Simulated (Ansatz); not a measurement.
## Reading a saddle point

A first-order saddle point of ZnH2ClF, singlet, PBE0-D4/def2-TZVP, with one imaginary mode of 1019i cm⁻¹:

```xyz
5
angstrom
Zn -0.3964 -0.0312 -0.3848
H 0.5440 -1.0012 0.7481
Cl -1.8847 -0.0120 -1.8585
H 0.8762 -0.0803 0.8820
F 0.8611 1.1246 0.6132
```

Ansatz 0.2.0; basis: def2-TZVPP and def2-QZVPP; cores frozen in the correlated methods. The 3s and 3p shells of Cu and Zn are frozen; filled d shells are correlated. Extrapolation: Hartree–Fock as exp(−7.88 √X), correlation as X^−2.97.

Q: Which contacts change along the imaginary mode, and what lies on either side? (Judge from chemistry; the calculation decides.)

A: By the calculation: The step is ZnHCl ([Cl][ZnH]) + HF → ZnClF + H₂, with the molecules in contact on both sides. Shortening one way: Zn1–F5, H2–H4; lengthening the same way: Zn1–H2, H4–F5.
| pair | one side (Å) | saddle (Å) | other side (Å) |
| --- | --- | --- | --- |
| Zn1–F5 | 2.49 | 1.98 | 1.75 |
| H2–H4 | 2.76 | 0.99 | 0.75 |
| Zn1–H2 | 1.53 | 1.76 | 2.55 |
| H4–F5 | 0.92 | 1.23 | 2.67 |

Q: Which side is lower, and how far does the saddle lie above each? (Judge from chemistry; the value comes from the calculation.)

A: The calculation gives: The side with Zn1–F5, H2–H4 short is lower by 7.82 kcal/mol; the saddle lies 24.92 kcal/mol above it and 17.09 kcal/mol above the other (CCSD(T) at an estimated basis limit (MP2 extrapolated from triple and quadruple zeta, plus CCSD(T) − MP2 in triple zeta); electronic energies).

The T1 diagnostic stays at or below 0.016.

Labels in which every atom is bracketed show which atoms are joined, not bond orders.

For scale, one of the runs: CCSD(T)/def2-TZVPP, 165 basis functions (an equivalent command: `ansatz run in.yaml --threads 4`). The run took 19 s on 4 CPU threads (shared host), with 1.3 GiB of host memory at its peak.
